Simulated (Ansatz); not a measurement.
Series GeEt3X: binding per atom (eV) at several levels, gas phase, relaxed structures; Ansatz. Binding counts from free atoms in the multiplicity of their measured ground term, without zero-point energy. The structures are stationary points that may keep the symmetry of their start. Correlated methods freeze inner cores and use unrestricted references for open shells.

```csv
species,state,geometry,PBE-D4/def2-SVP,PBE-D4/def2-TZVP,r2SCAN-D4/def2-TZVP,PBE0-D4/def2-SVP,PBE0-D4/def2-TZVP,MP2/def2-SVP
GeEt3(NHMe) (C7H19GeN),singlet,r2SCAN-D4/def2-SVP,4.03,4.00,3.94,3.99,3.96,3.79
GeEt3(NMeEt) (C9H23GeN),singlet,PBE-D4/def2-SVP,4.09,4.05,3.99,4.05,4.01,3.85
GeEt3(SiMe3) (C9H24GeSi),singlet,PBE-D4/def2-SVP,4.04,4.01,3.97,4.01,3.98,3.81
```
